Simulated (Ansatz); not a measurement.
Species: C$_{2}$H$_{4}$B, charge 0, doublet. C2H4B (SMILES C=C[BH], doublet).
B3LYP-D3(BJ)/def2-TZVP minimum from Ansatz (an electronic-structure program):
```xyz
7

B      0.0320    -0.0021     1.4309
H      0.1186     0.1983     2.5791
C     -0.1025    -0.3448     0.0551
C      0.0765     0.3400    -1.1331
H     -0.4199    -1.3921    -0.0305
H     -0.0903    -0.1420    -2.0851
H      0.3878     1.3751    -1.1494
```
Charge 0, spin multiplicity 2.

Total energies in cc-pVDZ, 15 correlated electrons, 3 frozen orbitals. Radicals and triplets start from unrestricted determinants; spin-orbit coupling is neglected. Correlated methods leave the cores frozen. No relativity. The UHF reference of C2H4B ([BH]C=C, doublet) is spin-contaminated (<S^2> up to 0.17 over the pure value in the sets run).

```json
[
 {"method": "HF", "program": "Ansatz", "energy (Eh)": "-102.65756", "minus CCSDT(Q) (mEh)": "373.47"},
 {"method": "MP2", "program": "Ansatz", "energy (Eh)": "-102.97083", "minus CCSDT(Q) (mEh)": "60.19"},
 {"method": "CCSD", "program": "Ansatz", "energy (Eh)": "-103.01674", "minus CCSDT(Q) (mEh)": "14.29"},
 {"method": "CCSD(T)", "program": "Ansatz", "energy (Eh)": "-103.02874", "minus CCSDT(Q) (mEh)": "2.29"},
 {"method": "CCSDT(Q)", "program": "Ansatz", "energy (Eh)": "-103.03103", "minus CCSDT(Q) (mEh)": "0.00"}
]
```

Rough core times of Ansatz's runs on a shared machine: CCSD(T) under 20 s, CCSDT(Q) 6 min.
